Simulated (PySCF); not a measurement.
TiOF₂, SMILES [Ti]([F])(=[O])[F], multiplicity 1. Heavy atoms are numbered as in [Ti:1](=[O:2])([F:3])[F:4].

Geometry: B3LYP-D3(BJ)/def2-SVP. The multiplicity is an assumed one; other spin states were not compared.

Calculation: PBE0/pcSseg-2 run with PySCF.

GIAO shieldings, no solvent; atoms alike by connectivity are averaged. δ = σ(ref) − σ: ¹⁷O against H2O (σ = 327.8 ppm); ¹⁹F against CFCl3 (σ = 165.8 ppm), references at their B3LYP-D3(BJ)/def2-TZVP geometries, non-relativistic.

| nucleus | atoms | count | δ (ppm) |
|---|---|---|---|
| ¹⁷O | O2 | 1 | 1346.0 |
| ¹⁹F | F3 | 2 | 235.6 |
